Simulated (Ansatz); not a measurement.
```yaml
crystal:
  periodic: [false, false, false]
  atoms:
    - {symbol: C, position_ang: [-0.300797, 3.699995, -0.504744]}
    - {symbol: Sn, position_ang: [-1.961984, -1.814575, 1.010588]}
    - {symbol: O, position_ang: [2.521910, -3.910793, 3.216619]}
    - {symbol: Cl, position_ang: [-2.730308, -5.206714, -4.489441]}
    - {symbol: H, position_ang: [-2.484934, 4.983178, -2.096515]}
    - {symbol: H, position_ang: [0.276436, 5.258111, 1.985041]}
    - {symbol: H, position_ang: [2.180302, 3.356626, -2.152892]}
    - {symbol: H, position_ang: [2.752650, -6.522307, 2.877896]}
basis:
  gaussian: {orbitals: def2-mTZVPP}
magnetization: {spin_polarized: true, initial_magnetization: 1}
hamiltonian: {xc: {name: PBE0}}
correlation: {method: rpa}
scf: {lower_state_search: off}
```

```sh
$ ansatz run in.yaml --threads 4 --pin off --events-out ev --progress --plain --max-ram 10444MiB
```

It prints (some lines left out):

```
Functional definition: PBE0
1256 factors; integrals over basis functions are off by at most 4.8e-4 eV
mean field evaluation 1: about -21430.3616 eV, gradient 6.6e1 eV
mean field evaluation 2: about -21430.3605 eV, gradient 6.6e1 eV
mean field evaluation 4: about -21196.3420 eV, gradient 9.4e1 eV
mean field evaluation 8: about -21461.6531 eV, gradient 1.7e1 eV
mean field evaluation 16: about -21472.1024 eV, gradient 2.0e0 eV
mean field evaluation 32: about -21472.1761 eV, gradient 2.2e-2 eV
mean field -21472.17756057 eV, -789.0879709861 hartree, gradient 9.0e-6 eV, S^2 5.348689; 0 other end points of the search recorded, 0 dependent functions left out
11 core orbitals not correlated: weight in the atoms' cores, before any rotation towards them, 1.000 or more for the frozen orbitals, at most 0.000 for the correlated occupied ones
reference -21422.27382987 eV, -787.2540427092 hartree; 18, 17 occupied and 97, 98 virtual orbitals, 1256 factors
Total energy: -21443.17190484 eV, -788.0220327990 hartree
Checks for a lower state left out: stability, starts, cluster_reference, orbital_swaps, neighbouring_geometries, increment
```

In this input the geometry is stretched to more than twice its size. The run converged. The result belongs to that input, not to the molecule as meant.
